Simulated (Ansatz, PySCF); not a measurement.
Reaction (SMILES): [SiH3]O[SiH2]O[SiH3] + 4 [H][H] (H2) -> 2 O (H2O) + 3 [SiH4] (SiH4)
Each molecule is optimised on its own at B3LYP-D3(BJ)/def2-TZVP (Ansatz, an electronic-structure program), one conformer each, not searched for the lowest. Frequencies are from Ansatz or PySCF.
Geometry of the first species:
```
O
Si 1 1.6309
O 2 1.6308 1 110.77
Si 3 1.6404 2 147.03 1 -54.29
Si 1 1.6404 2 147.12 3 -55.44
H 2 1.4752 3 109.76 4 64.01
H 2 1.4752 6 111.98 1 120.51
H 4 1.4778 3 108.29 2 -165.21
H 5 1.4778 1 108.29 2 -164.70
H 4 1.4804 8 109.69 3 119.78
H 5 1.4804 9 109.69 1 119.78
H 4 1.4817 8 109.68 10 119.91
H 5 1.4817 9 109.67 11 119.92
```

Property: energy of full hydrogenation (0 K, with B3LYP-D3(BJ) harmonic zero-point energies), in kcal/mol. Cores are frozen in the correlated levels unless marked. No spin-orbit coupling. Non-relativistic. CBS(X,Y): correlation extrapolated as X^-3; Hartree-Fock from the larger set.

| level | program | energy of full hydrogenation (kcal/mol) |
|---|---|---|
| PBE/def2-TZVPD | Ansatz | 74.4 |
| B3LYP-D4/def2-TZVPD | Ansatz + dftd4 | 88.5 |
| PBE0/6-31G* | Ansatz | 80.8 |
| PBE0-D3(BJ)/def2-TZVP | Ansatz + dftd3 | 83.8 |
| B2PLYP-D4/def2-TZVPD | Ansatz + dftd4 | 91.0 |
| MP2/STO-3G | Ansatz | 53.8 |
| SCS-MP2/aug-cc-pV(D+d)Z | Ansatz | 66.0 |

Q: Predict the CCSD(T)/CBS(cc-pV(T+d)Z,cc-pV(Q+d)Z) result (Ansatz).

A: 90.5 kcal/mol, so SCS-MP2/aug-cc-pV(D+d)Z differs from it by -24.5 kcal/mol.
